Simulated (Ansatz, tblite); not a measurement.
Forces on the cluster Sb₂As⁺ at its PBE-D4/def2-TZVP geometry. Total charge 1; singlet.

In the def2 sets Sb takes a core potential; there is no spin–orbit coupling. The xTB rows come from tblite. The structure comes from a short search, and lower isomers may exist.

GFN1-xTB (tblite), largest force 0.87 eV/Å:

```xyz
3
positions Å, forces eV/Å
As   -0.240   -1.208    0.733    0.145    0.733   -0.445
Sb    0.243    1.297    0.814   -0.138   -0.730   -0.398
Sb   -0.003   -0.088   -1.548   -0.008   -0.003    0.843
```

GFN2-xTB (tblite), largest force 0.51 eV/Å:

```
As 0.086 0.432 -0.262
Sb -0.022 -0.101 0.328
Sb -0.063 -0.331 -0.065
```

B97M-V/def2-TZVP (Ansatz), largest force 0.44 eV/Å:

```
As 0.074 0.375 -0.227
Sb -0.061 -0.323 -0.117
Sb -0.013 -0.052 0.344
```
